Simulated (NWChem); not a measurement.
Species: C$_{3}$H$_{8}$S; SMILES CCSC

All runs: NWChem. Pople sets run with spherical d functions. Structure relaxed at the B3LYP/6-31G* (spherical d) level. Level: B3LYP/6-31G* with SMD, gas-phase geometry; reactions with the solvents are ignored. One conformer.

```
SMD term (kcal/mol)                 water  n-hexane
----------------------------------  -----  --------
distortion of the solute's density   0.52      0.09
polarisation                        -3.89     -1.58
cavity, dispersion and structure     2.84     -2.06
```

Question: Sum the solvation free energies, find the transfer free energy from water to n-hexane and the partition coefficient at 298.15 K.

Answer: 
1. ΔG(solv, water) = -0.53 kcal/mol and ΔG(solv, n-hexane) = -3.55 kcal/mol (1 M gas to 1 M solution).
2. Transfer: -3.55 − (-0.53) = -3.02 kcal/mol.
3. log₁₀ K(n-hexane/water) = −ΔG/(RT ln 10) = 3.02/1.364 = 2.2, so the model puts more of the solute in n-hexane.
4. Of the transfer energy, 1.88 kcal/mol is electrostatic and -4.90 comes from the non-electrostatic term. The two phases are taken as the pure solvents.
